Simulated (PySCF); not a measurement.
Stick spectrum of a doublet radical in fast tumbling, microwave frequency 9.762 GHz, simulated to first order from computed parameters.

| field (mT) | relative intensity |
| --- | --- |
| 343.01 | 1 |
| 343.39 | 1 |
| 343.77 | 1 |
| 344.15 | 1 |
| 344.82 | 2 |
| 345.20 | 2 |
| 345.35 | 2 |
| 345.58 | 2 |
| 345.73 | 2 |
| 345.96 | 2 |
| 346.11 | 2 |
| 346.49 | 2 |
| 346.63 | 1 |
| 347.01 | 1 |
| 347.16 | 4 |
| 347.39 | 1 |
| 347.54 | 4 |
| 347.69 | 1 |
| 347.77 | 1 |
| 347.92 | 4 |
| 348.06 | 1 |
| 348.30 | 4 |
| 348.44 | 1 |
| 348.82 | 1 |
| 348.97 | 2 |
| 349.35 | 2 |
| 349.50 | 2 |
| 349.73 | 2 |
| 349.88 | 2 |
| 350.11 | 2 |
| 350.26 | 2 |
| 350.63 | 2 |
| 351.31 | 1 |
| 351.69 | 1 |
| 352.07 | 1 |
| 352.45 | 1 |

(1) What is g?

(2) Which couplings and how many nuclei make this pattern?

(3) The radical has the formula C3H2ClF2O. Propose a structure, and say which nuclei carry the couplings.

## Answers

(1) The pattern is symmetric about 347.73 mT, so g = hν/(μB·B0) = 9762/(13.99624 × 347.73) = 2.0058, a shift of +3.5 × 10⁻³ from the free-electron value.

(2) The first two lines at either end are about 0.38 mT apart, which is the smallest coupling, and their intensity ratio 1:1 counts the nuclei that share it. In full: a 1:2:1 triplet of 2.34 mT (66 MHz), from 2 nuclei of spin 1/2; a 1:2:1 triplet of 1.81 mT (51 MHz), from 2 nuclei of spin 1/2; a 1:1:1:1 quartet of 0.38 mT (11 MHz), from 1 nucleus of spin 3/2. Check: Σ 2nI·a is the distance from the first to the last line, 9.44 mT.

(3) The pattern alone needn't single out one isomer; the structure behind this simulation is `FC1(F)OC[C]1Cl` [radical], numbered [F:1][C:2]1([F:3])[O:4][CH2:5][C:6]1[Cl:7] (hydrogens: H8, H9 on C5). 2.34 mT: 1H at H8/H9 (β, 2 bonds from C6; computed sign +); 1.81 mT: 19F at F1/F3 (2 bonds from C6; computed sign +); 0.38 mT: 35Cl at Cl7 (1 bond from C6; computed sign +). The Mulliken spin populations are largest on C6 (+0.86) and Cl7 (+0.12). C6 is the only atom above +0.15. The angles at C6 add up to 349.0°, so it is slightly pyramidal.

Method: UKS B3LYP, pcH-1 on C Cl F H O, non-relativistic, mean-field spin-orbit, GIAO in PySCF 2.14.0. Isolated species at its GFN2-xTB geometry, gas phase. The geometry wasn't refined by DFT: couplings that depend on bond lengths, twists or pyramidal angles can differ widely from those at the functional's own minimum. No stability test was run, so a lower SCF solution isn't excluded.

Class means assume fast exchange of nuclei equivalent by connectivity; if that motion is slow, each nucleus keeps its own coupling.

Main isotope only: 35Cl (natural samples also hold 24 % 37Cl, magnetic too, which adds its own pattern).

Rare isotopes and splittings under 0.04 mT were left out of the simulation.

On Arm Neoverse V2, one thread, shared host, this took 37 s of wall time (grids of density and orbitals included) and 0.79 GiB of memory at its peak.
